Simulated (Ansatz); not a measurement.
Consider the formal hydrolysis of a C–Si bond: `[SiH3]OC([SiH3])S` + H₂O → `OC(S)O[SiH3]` + SiH₄.

Computed with Ansatz on PBE0-D4/def2-TZVP structures; ΔE is electronic, products minus reactants. CCSD(T)/CBS adds triple-zeta CCSD(T) − MP2 to the extrapolated MP2 energy (def2 sets, frozen cores). This one scheme is used for every species. DFT in def2-TZVPP. B3LYP here is the variant with VWN-RPA as its local correlation; programs differ in this. One conformer a species, not always the lowest.

```tsv
level	ΔE (kJ/mol)	difference from CCSD(T)/CBS
PBE-D4	39.5	-6.8
r2SCAN-D4	34.8	-11.5
PBE0-D4	39.3	-7.0
B3LYP-D4	38.7	-7.6
ωB97X-V	31.9	-14.4
ωB97M-V	36.6	-9.7
B2PLYP	35.3	-11.0
PBE	33.9	-12.4
r2SCAN	33.2	-13.1
PBE0	34.2	-12.1
B3LYP	29.7	-16.6
HF/def2-TZVPP	19.4	-26.9
MP2/def2-TZVPP	46.5	0.2
SCS-MP2/def2-TZVPP	39.8	-6.5
CCSD/def2-TZVPP	36.9	-9.4
CCSD(T)/def2-TZVPP	38.6	-7.7
HF/def2-QZVPP	20.5	-25.8
MP2/def2-QZVPP	51.3	5.0
SCS-MP2/def2-QZVPP	44.6	-1.7
HF/CBS(def2)	20.7	-25.6
MP2/CBS(def2)	54.2	7.9
CCSD/CBS(def2)	44.6	-1.7
CCSD(T)/CBS	46.3	0
```

Largest T1 diagnostic among the species: 0.012.

The D4 term adds +9.0 kJ/mol with B3LYP and +5.1 kJ/mol with PBE0; it sums over pairs of atoms, weighted by their polarisabilities, and B3LYP, whose exchange is more repulsive, gets the larger term. In def2-TZVPP, CCSD(T) changes the Hartree–Fock value by +19.2 kJ/mol (the triples alone add +1.7 kJ/mol) and MP2 by +27.1 kJ/mol.
